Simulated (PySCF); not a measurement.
A run for PySCF: D3(BJ) and D4 dispersion corrections on H2Se (SMILES [SeH2]).

```python
from pyscf import gto
from pyscf.dispersion import dftd3, dftd4

mol = gto.M(
    atom='''
    Se   -0.34620592   -0.61314936    3.48882096
    H    -0.80196858   -1.63993860    2.54736572
    H    -0.22034970   -1.60486163    4.57806796
    ''',
    basis='def2-svp',
    charge=0, spin=0, verbose=0, max_memory=1800)
d3, d4 = {}, {}
for xc in ['hf', 'pbe', 'blyp', 'revpbe', 'tpss', 'r2scan', 'b3lyp', 'pbe0', 'bhlyp', 'camb3lyp', 'b2plyp']:
    d3[xc] = float(dftd3.DFTD3Dispersion(mol, xc=xc, version='d3bj', atm=False).get_dispersion()['energy'])
    print(f'D3(BJ) {xc:10s} {d3[xc]:14.8f} Eh')
for xc in ['hf', 'pbe', 'blyp', 'revpbe', 'tpss', 'r2scan', 'b3lyp', 'pbe0', 'bhlyp', 'camb3lyp', 'b2plyp']:
    d4[xc] = float(dftd4.DFTD4Dispersion(mol, xc={'camb3lyp': 'cam-b3lyp'}.get(xc, xc), atm=True).get_dispersion()['energy'])
    print(f'D4     {xc:10s} {d4[xc]:14.8f} Eh')
```

Output:

```
D3(BJ) hf            -0.01055319 Eh
D3(BJ) pbe           -0.00088014 Eh
D3(BJ) blyp          -0.00196088 Eh
D3(BJ) revpbe        -0.00236510 Eh
D3(BJ) tpss          -0.00109773 Eh
D3(BJ) r2scan        -0.00021125 Eh
D3(BJ) b3lyp         -0.00159900 Eh
D3(BJ) pbe0          -0.00073834 Eh
D3(BJ) bhlyp         -0.00127525 Eh
D3(BJ) camb3lyp      -0.00065115 Eh
D3(BJ) b2plyp        -0.00073327 Eh
D4     hf            -0.00286027 Eh
D4     pbe           -0.00066280 Eh
D4     blyp          -0.00155438 Eh
D4     revpbe        -0.00242714 Eh
D4     tpss          -0.00090143 Eh
D4     r2scan        -0.00014294 Eh
D4     b3lyp         -0.00108672 Eh
D4     pbe0          -0.00053980 Eh
D4     bhlyp         -0.00077306 Eh
D4     camb3lyp      -0.00053620 Eh
D4     b2plyp        -0.00045216 Eh
```

The run finished.

Cost: roughly 0.05 core-seconds.
